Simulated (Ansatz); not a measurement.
Start from `Cl[SiH2][GeH2][Cl]` and change one atom or group to get `[SiH3][GeH2][Cl]`.

Ansatz, PBE0-D4/def2-TZVP geometries, multiplicity 1. Each molecule was computed in one conformer, which needn't be the lowest.

Scalar relativity is left out up to krypton.

```json
{"property": "HOMO–LUMO gap (ωB97M-V/def2-TZVPP) / eV", "`Cl[SiH2][GeH2][Cl]`": "11.05"}
{"property": "LUMO energy (B3LYP/def2-TZVPP) / eV", "`Cl[SiH2][GeH2][Cl]`": "-1.17"}
{"property": "HOMO energy (PBE/def2-TZVPP) / eV", "`Cl[SiH2][GeH2][Cl]`": "-6.93"}
{"property": "HOMO–LUMO gap (PBE0/def2-TZVPP) / eV", "`Cl[SiH2][GeH2][Cl]`": "7.15"}
{"property": "size of the dipole moment (ωB97M-V/def2-TZVPP) / D", "`Cl[SiH2][GeH2][Cl]`": "2.45"}
{"property": "HOMO–LUMO gap (B3LYP/def2-TZVPP) / eV", "`Cl[SiH2][GeH2][Cl]`": "6.74"}
```

(1) Give the same properties after the change, and the shifts. (Best estimate.)

Answers

(1) The calculation gave: 
```json
{"property": "HOMO–LUMO gap (ωB97M-V/def2-TZVPP) / eV", "`[SiH3][GeH2][Cl]`": "11.41", "shift": "0.36"}
{"property": "LUMO energy (B3LYP/def2-TZVPP) / eV", "`[SiH3][GeH2][Cl]`": "-0.89", "shift": "0.28"}
{"property": "HOMO energy (PBE/def2-TZVPP) / eV", "`[SiH3][GeH2][Cl]`": "-6.94", "shift": "-0.01"}
{"property": "HOMO–LUMO gap (PBE0/def2-TZVPP) / eV", "`[SiH3][GeH2][Cl]`": "7.47", "shift": "0.32"}
{"property": "size of the dipole moment (ωB97M-V/def2-TZVPP) / D", "`[SiH3][GeH2][Cl]`": "2.19", "shift": "-0.26"}
{"property": "HOMO–LUMO gap (B3LYP/def2-TZVPP) / eV", "`[SiH3][GeH2][Cl]`": "7.03", "shift": "0.29"}
```

Dipoles are sizes alone; their direction can turn.

B3LYP here is the variant with VWN-RPA as its local correlation; programs differ in this.
